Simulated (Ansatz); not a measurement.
B(IMe)F3 (C₅H₈BF₃N₂), relaxed as a singlet with RKS PBE-D4/def2-SVP in Ansatz, starting from the GFN2-xTB geometry. Force threshold 0.03 eV/Å.

Start:

Cartesian coordinates in Å:
```
B -0.157 -1.255 1.499
C -0.053 -0.201 0.202
N -0.736 -0.186 -0.946
C -1.769 -1.117 -1.311
C -0.304 0.855 -1.713
C 0.671 1.489 -1.010
N 0.809 0.818 0.167
C 1.725 1.145 1.226
H -2.631 -0.996 -0.654
H -2.063 -0.944 -2.344
H -1.407 -2.137 -1.191
H -0.709 1.064 -2.681
H 1.262 2.346 -1.260
H 2.256 0.245 1.536
H 2.430 1.898 0.880
H 1.175 1.518 2.091
F 1.067 -1.893 1.596
F -1.171 -2.160 1.289
F -0.396 -0.491 2.626
```

Problem. Estimate the energy that the relaxation releases and the steps that it takes.

Solution. 0.21 eV, in 22 steps; 47 s on 4 threads of Arm Neoverse V2 on a shared host. The force fell under the threshold at step 6, but the optimiser went on and released 0.031 eV more. No frequencies were taken in this run, so the end may be a saddle point.

Problem. Does the start keep its bonding?

Solution. By distances, no bond broke or formed. The bond that changes most is B1–F18, from 1.37 to 1.40 Å (atoms count from 1).

Problem. Predict the relaxed structure.

Solution. 
```xyz
19

B    -0.066   -1.331    1.474
C    -0.021   -0.257    0.197
N    -0.773   -0.167   -0.930
C    -1.818   -1.109   -1.322
C    -0.409    0.950   -1.668
C     0.598    1.569   -0.972
N     0.818    0.811    0.164
C     1.775    1.116    1.225
H    -2.790   -0.581   -1.394
H    -1.572   -1.557   -2.304
H    -1.871   -1.894   -0.548
H    -0.885    1.202   -2.620
H     1.172    2.474   -1.195
H     2.220    0.166    1.571
H     2.555    1.789    0.826
H     1.256    1.593    2.078
F     1.237   -1.845    1.617
F    -0.989   -2.356    1.207
F    -0.438   -0.575    2.595
```
Bond lengths: 6 × C–N 1.36 to 1.46 Å; 3 × B–F 1.40 to 1.41 Å; 1 × C–C 1.37 Å; 1 × B–C 1.67 Å; 8 × C–H 1.09 to 1.11 Å.
